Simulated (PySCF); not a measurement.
NICS in rings of unrelated molecules.

Definitions: NICS(0) = −σiso at the ring centroid; NICS(1) = −σiso and NICS(1)zz = −σzz at ±1 Å along the ring normal z. Level: GIAO PBE0/pcSseg-1 (PySCF, non-relativistic, gas phase) on the GFN2-xTB geometries, one conformer each. Atom numbers follow the mapped SMILES.

Question: Order these rings by mean NICS(1)zz, lowest (most negative) first (ppm).
A. ring C4–C6–C7–C8–C10 in `[CH3:1][O:2][SiH2:3][C@@:4]1([F:5])[CH2:6][CH2:7][C@H:8]([F:9])[CH2:10]1`
B. ring C6–C7–Si8–C9 in `[CH2:1]=[CH:2][C@@H:3]([CH2:4][CH3:5])[C:6]1=[CH:7][SiH2:8][CH2:9]1`
C. ring C3–C4–N5–C6–N7 in `[CH:1]#[C:2][c:3]1[cH:4][n:5][cH:6][nH:7]1`
D. ring C4–C6–C7–C8–C10 in `[CH3:1][O:2][SiH2:3][C@@:4]1([F:5])[CH2:6][CH2:7][C@@H:8]([F:9])[CH2:10]1`
E. ring C7–C8–C9 in `[N:1]#[C:2]/[CH:3]=[CH:4]/[SiH2:5][O:6][CH:7]1[CH2:8][CH2:9]1`
F. ring C3–N4–N5–N7–C8 in `[O:1]=[CH:2][c:3]1[n:4][n:5]([SiH3:6])[n:7][c:8]1[CH:9]=[O:10]`

Answer: F (-31.2), C (-30.0), E (-21.3), D (-3.3), A (-1.7), B (3.1).

```csv
SMILES,ring,NICS(0),NICS(1),NICS(1)zz,HOMA,rms pucker (Å),ring atoms with four or more neighbours
O=Cc1nn([SiH3])nc1C=O,5-membered ring with 3 N; formal bonds all aromatic,-12.3,-13.1,-31.2,0.91,0.00,0
C#Cc1cnc[nH]1,5-membered ring with 2 N; formal bonds all aromatic,-13.5,-11.2,-30.0,0.93,0.00,0
N#C/C=C/[SiH2]OC1CC1,3-membered carbocycle; formal bonds all single,-39.6,-8.2,-21.3,–,0.00,3
CO[SiH2][C@@]1(F)CC[C@@H](F)C1,5-membered carbocycle; formal bonds all single,-3.4,-3.5,-3.3,–,0.17,5
CO[SiH2][C@@]1(F)CC[C@H](F)C1,5-membered carbocycle; formal bonds all single,-4.0,-3.5,-1.7,–,0.17,5
C=C[C@@H](CC)C1=C[SiH2]C1,"4-membered ring with Si; formal bonds 1 double, 3 single",0.5,-2.5,3.1,–,0.00,2
```

NICS(0) gives another order. The isotropic NICS(1) ties some rings at the printed digit and otherwise keeps the order. HOMA uses Krygowski's 1993 parameters; it is left out where a ring has a four-coordinate atom, a triple bond, no multiple bond or a kind of bond without parameters. NICS(1) and NICS(1)zz are means over the two faces.
